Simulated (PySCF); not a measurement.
Computed with B3LYP-D3(BJ)/def2-TZVP (PySCF). Gas-phase values, no solvent. One relaxed conformer stands for a flexible species; it need not be the lowest. B3LYP has the VWN-RPA correlation part, as in Gaussian. Delta-SCF ions had no search for a lower state. Excitations are Tamm–Dancoff values on a coarser integration grid. The basis has no diffuse functions, so Rydberg states are missing or too high.

Reference species (SMILES): `B(B)C=O` (neutral, multiplicity 1).

```
Quantity                                  Value
--------------------------------------  -------
vertical ionisation energy (Delta-SCF)  9.62 eV
S1–T1 gap (TDA)                         0.65 eV
```

Changed species: `B(OB)=C`.

Problem. Give the shifts of the vertical ionisation energy (Delta-SCF) and S1–T1 gap (TDA).

Solution. the vertical ionisation energy (Delta-SCF) drops by 1.16 eV, to 8.46 eV; the S1–T1 gap (TDA) rises by 0.33 eV, to 0.98 eV.
